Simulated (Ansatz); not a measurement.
Species: GeH$_{2}$ (charge -1, doublet). 
Geometry from a B3LYP-D3(BJ)/def2-TZVP (Ansatz, a first-principles code) optimisation:
```xyz
3

Ge    -0.0026    -0.0015     0.0675
H      0.0175    -1.1399    -1.1063
H      0.0667     1.1878    -1.0527
```
Charge -1, spin multiplicity 2.

Basis-set convergence of Hartree-Fock and MP2 correlation energies (hartree) with Ansatz. Cores are frozen in the correlated levels unless marked. Open shells are spin-unrestricted. Spin-orbit coupling is left out. The frozen core is the preceding noble-gas configuration, with the filled d and f shells of earlier blocks. No relativistic terms.

```json
[
 {"basis": "aug-cc-pVDZ", "functions": "54", "E(HF)": "-2076.46700", "E(corr, MP2)": "-0.10118"},
 {"basis": "aug-cc-pVTZ", "functions": "105", "E(HF)": "-2076.53852", "E(corr, MP2)": "-0.12092"},
 {"basis": "aug-cc-pVQZ", "functions": "185", "E(HF)": "-2076.54167", "E(corr, MP2)": "-0.12745"}
]
```

Extrapolating the two largest sets (X = 3 and 4) as X^-3: E(corr) = (64·(-0.12745) - 27·(-0.12092))/37 = -0.1322 Eh, an estimate of the basis-set limit. The largest set recovers 96.4 % of it, the smallest 76.5 %.
